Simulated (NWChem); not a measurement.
[NH2][Be][Cl] (BeNH₂Cl), optimised at PBE0/def2-SVP with NWChem:

```
Item                               Result
---------------------------------  ------
highest occupied level (eV)         -7.43
orbital gap (eV)                     7.57
dipole (D)                           2.45
highest harmonic frequency (cm⁻¹)    3705
zero-point energy (kcal/mol)         17.7
```

All stand in one matching conformer (torsions within 35°), which need not be the lowest.

### Question
One Be atom is replaced by Zn, giving [NH2][Zn][Cl] (ZnNH2Cl), optimised at the same level. How do these values move?

### Answer
| quantity | new value | change |
|---|---|---|
| highest occupied level (eV) | -6.88 | +0.55 |
| orbital gap (eV) | 6.24 | -1.33 |
| dipole (D) | 2.55 | +0.10 |
| highest harmonic frequency (cm⁻¹) | 3661 | -44 |
| zero-point energy (kcal/mol) | 16.1 | -1.6 |
